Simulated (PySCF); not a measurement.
C2H10AlAs.
Numbering: `[CH3:1][CH2:2][AsH2+:3][AlH3-:4]` (hydrogens: H5, H6, H7 on C1; H8, H9 on C2; H10, H11 on As3; H12, H13, H14 on Al4)

The calculation used PySCF, PBE0-D3(BJ)/def2-SVP geometry optimisation, gas phase.

(1) What internal coordinates does the optimisation give?

Results:

(1) 
| bond | length (Å) | order |
| --- | --- | --- |
| C1–C2 | 1.518 | single |
| C2–As3 | 1.953 | single |
| As3–Al4 | 2.589 | single |
| C1–H5, C1–H6, C1–H7 | 1.101 | single |
| C2–H8, C2–H9 | 1.101 | single |
| As3–H10, As3–H11 | 1.513 | single |
| Al4–H12, Al4–H13, Al4–H14 | 1.604 | single |

Bonds in one row agree within 0.01 Å and their mean is given. Orders are formal, as drawn. A selection of angles:
| angle | degrees |
| --- | --- |
| C2–C1–H5 | 111.7 |
| H5–C1–H6 | 107.5 |
| C1–C2–As3 | 115.3 |
| C1–C2–H8 | 112.0 |
| As3–C2–H8 | 105.2 |
| H8–C2–H9 | 106.3 |
| C2–As3–Al4 | 115.7 |
| C2–As3–H10 | 100.6 |
| Al4–As3–H10 | 119.5 |
| H10–As3–H11 | 97.3 |
| As3–Al4–H12 | 100.6 |
| As3–Al4–H13 | 95.5 |
| H12–Al4–H13 | 118.8 |
| H13–Al4–H14 | 117.5 |

Torsions: C1–C2–As3–Al4 180° (antiperiplanar). The mirror-image conformer, all signs reversed, is as good.

Al4 (aluminium bonded to As and 3 H) has angles from 95.5° to 118.8°. As3 (arsenic bonded to Al, C and 2 H) is distorted tetrahedral (angles from 97.3° to 119.5°). The 4 heavy atoms lie in one plane (0.003 Å rms).

Point group: near Cs, missed by 0.08 Å at most; the miss may be what the optimiser left on a soft mode. No frequency check. The numbers are those of one conformer.
